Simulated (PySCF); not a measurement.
Constitutional and geometric isomers with formula H5FSi3. All species are isolated molecules in the gas phase. One relaxed conformer stands for each flexible species; it need not be the lowest. Strings in code marks are SMILES.

The vertical ionisation energy (Delta-SCF) from two functionals at the same geometries (ωB97X-D3(BJ)/def2-TZVP), both in PySCF: PBE-D3(BJ)/def2-TZVP and ωB97X-D3(BJ)/def2-TZVP. Delta-SCF ions had no search for a lower state. 

| species | PBE-D3(BJ)/def2-TZVP (eV) |
|---|---|
| `[SiH3][Si](=[SiH2])F` | 7.85 |
| `F/[SiH]=[SiH]/[SiH3]` | 8.10 |
| `F/[SiH]=[SiH]\[SiH3]` | 8.02 |
| `[SiH2]=[SiH][SiH2]F` (F–Si–Si–Si torsion 1°) | 7.98 |

Question: What does ωB97X-D3(BJ)/def2-TZVP give for each?

Answer: 
- `[SiH3][Si](=[SiH2])F`: 7.88
- `F/[SiH]=[SiH]/[SiH3]`: 8.15
- `F/[SiH]=[SiH]\[SiH3]`: 8.05
- `[SiH2]=[SiH][SiH2]F` (F–Si–Si–Si torsion 1°): 7.98
Over these rows, drawn at random from the members with no instability flagged (it was tested for open shells, ions and some series alone), PBE minus ωB97X-D3(BJ): mean -0.03 eV, from -0.04 eV to 0.00 eV.
